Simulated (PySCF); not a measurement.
GeFBr, SMILES [F][Ge][Br] (connectivity only; charge and spin as stated), neutral, multiplicity 1. Heavy atoms are numbered as in [Ge:1]([F:2])[Br:3].

The structure is a stationary point at PBE0-D3(BJ)/def2-TZVP.

Method: PBE0/pcSseg-2 run with PySCF.

GIAO shieldings, no solvent; atoms alike by connectivity are averaged. δ = σ(ref) − σ: ⁷³Ge against GeH4 (σ = 1662.5 ppm); ¹⁹F against CFCl3 (σ = 165.8 ppm), references at their B3LYP-D3(BJ)/def2-TZVP geometries, non-relativistic (without spin–orbit terms, shifts of atoms bonded to Cl or Br come out too high).

Question: Estimate the chemical shifts. (An estimate is asked for; the answer gives what the named calculation found.)

Answer: 
```csv
nucleus,atoms,count,δ (ppm)
⁷³Ge,Ge1,1,704.8
¹⁹F,F2,1,89.7
```
